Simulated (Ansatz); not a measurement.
Calculated with Ansatz (gas phase, PBE0-D4/def2-TZVP geometries, no zero-point term in ΔE). CBS: MP2 limit from def2 TZ/QZ plus the TZ coupled-cluster correction, frozen cores. DFT in def2-TZVPP. B3LYP here is the variant with VWN-RPA as its local correlation; programs differ in this. HSE06 is defined as in plane-wave codes. Elements past krypton have def2 core potentials. For Ge, Sb outer-core shells are correlated without core-valence functions, which leaves a few kJ/mol of doubt a bond. Scalar relativity is left out up to krypton.

Reaction (formal exchange of groups at the Sb–Ge bond): `C#[C][GeH2][SbH2]` + GeH₄ → `[GeH3][SbH2]` + `C#[C][GeH3]`

```
             level  ΔE (kJ/mol)  difference from CCSD(T)/CBS
       LDA (SPW92)          2.5                         -0.6
            PBE-D4          3.7                          0.6
         revPBE-D4          4.6                          1.5
           BLYP-D4          5.0                          1.9
         r2SCAN-D4          2.8                         -0.3
            B97M-V          2.8                         -0.3
           PBE0-D4          2.9                         -0.2
          B3LYP-D4          4.1                          1.0
        r2SCANh-D4          2.6                         -0.5
        r2SCAN0-D4          2.2                         -0.9
          BHLYP-D4          3.2                          0.1
      CAM-B3LYP-D4          2.9                         -0.2
           ωB97X-V          1.9                         -1.2
           ωB97M-V          2.0                         -1.1
            B2PLYP          2.2                         -0.9
          PBE-QIDH          2.1                         -1.0
               PBE          1.8                         -1.3
            revPBE          1.4                         -1.7
              BLYP          1.4                         -1.7
            r2SCAN          2.2                         -0.9
              PBE0          1.0                         -2.1
             B3LYP          1.0                         -2.1
           r2SCANh          1.8                         -1.3
           r2SCAN0          1.4                         -1.7
             HSE06          1.1                         -2.0
             BHLYP          0.3                         -2.8
         CAM-B3LYP          0.8                         -2.3
           LC-ωPBE          0.5                         -2.6
RPA@PBE/def2-TZVPP          3.0                         -0.1
       HF/def2-SVP         -1.5                         -4.6
     CCSD/def2-SVP          1.0                         -2.1
     HF/def2-TZVPP         -1.2                         -4.3
    MP2/def2-TZVPP          4.5                          1.4
SCS-MP2/def2-TZVPP          3.4                          0.3
   CCSD/def2-TZVPP          1.8                         -1.3
CCSD(T)/def2-TZVPP          2.8                         -0.3
    MP2/def2-QZVPP          4.6                          1.5
SCS-MP2/def2-QZVPP          3.4                          0.3
      HF/CBS(def2)         -1.4                         -4.5
     MP2/CBS(def2)          4.8                          1.7
       CCSD(T)/CBS          3.1                            0
```

Largest T1 diagnostic among the species: 0.013.

In def2-TZVPP, CCSD(T) changes the Hartree–Fock value by +4.0 kJ/mol (the triples alone add +1.0 kJ/mol) and MP2 by +5.7 kJ/mol. Leaving LDA and LC-ωPBE aside and taking each functional with its dispersion term where it has one, the values spread over 3.1 kJ/mol, from ωB97X-V to BLYP-D4. The D4 term adds +3.1 kJ/mol with B3LYP and +1.9 kJ/mol with PBE0; it sums over pairs of atoms, weighted by their polarisabilities, and B3LYP, whose exchange is more repulsive, gets the larger term.
